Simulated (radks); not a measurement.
The numbers below are computed, except where a source is named.
Question: Species: Tl. Configuration: [Xe] 4f14 5d9 6s2 6p2 (not the ground configuration). Code: a radial shooting solver on a logarithmic mesh with Libxc functionals. Model: scalar-relativistic Kohn-Sham, PBE, spin-polarised, spherical densities, point nucleus; open shells are filled with parallel spins first (spin-orbit coupling, left out, can overturn this in heavy ions). Some entries of the table are withheld. Estimate them.

orbital  occ.  eigenvalue (eV)  <1/r> (bohr^-1)
1s up       1        -85644.30            99.54
1s down     1        -85644.28            99.54
2s up       1        -15253.29            23.36
2s down     1        -15253.20            23.36
2p up       3        -13117.17            20.59
2p down     3        -13117.09            20.59
3s up       1        -3645.102            8.656
3s down     1        -3645.055            8.656
3p up       3        -3030.453            7.850
3p down     3        -3030.401            7.850
3d up       5        -2394.504            7.374
3d down     5        -2394.425            7.374
4s up       1        -817.9211            3.721
4s down     1        -817.8139            3.721
4p up       3        -616.4900            3.349
4p down     3        -616.3881            3.349
4d up       5        -380.6250            3.008
4d down     5        -380.5069            3.008
5s up       1        -136.5733            1.553
5s down     1        -135.9579            1.555
4f up       7        -119.6296            2.605
4f down     7        -119.4759            2.606
5p up       3         -81.4601            1.327
5p down     3         -80.7350            1.329
5d up       5         -20.0419           0.9711
5d down     4         -19.1362           0.9755
6s up       1         -12.1313           0.5392
6s down     1         -10.8273           0.5429
6p up       2          -3.9432              (1)
6p down     0          -2.6179              (2)

Answer: 
(1) 6p up <1/r> (bohr^-1): 0.3758
(2) 6p down <1/r> (bohr^-1): 0.3696
